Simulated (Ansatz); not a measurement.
Gas-phase electronic energies from Ansatz, PBE0-D4/def2-TZVP geometries. CBS: MP2 limit from def2 TZ/QZ plus the TZ coupled-cluster correction, frozen cores. This one scheme is used for every species, atoms too. DFT in def2-TZVPP. No spin–orbit coupling; open shells (•) take unrestricted orbitals. Spin–orbit coupling would lower the free atoms: a little for C, O, Si. Each species was taken in one conformer, which may not be the lowest.

Consider the atomization: `OC[SiH2][SiH2]O` → C• + 8 H• + 2 O• + 2 Si•.

```
        level  ΔE (kJ/mol)
      ωB97X-V       4475.9
HF/def2-QZVPP       3228.9
```

**Question.** What does CCSD(T)/CBS give? (An estimate is asked.)

**Answer.** The calculation gave: +4468.9 kJ/mol. The listed levels differ from it by 7.0, -1240.0 kJ/mol.

Largest T1 diagnostic among the species: 0.012.

Leaving LDA and LC-ωPBE aside and taking each functional with its dispersion term where it has one, the values, not all of them listed here, spread over 157.6 kJ/mol, from BHLYP-D4 to PBE-D4. LDA lies +598.5 kJ/mol from PBE without D4, its usual overbinding. From PBE to PBE0 (25 % exact exchange), in def2-TZVPP and without D4, ΔE moves by −64.8 kJ/mol: exact exchange takes away binding that semilocal exchange gives to molecules.

For atomizations the MP2-based limit and the directly extrapolated one differ by several kJ/mol either way, and by 10 to 25 for some Ge, Se and Sn compounds, so smaller differences from it don't rank the levels.
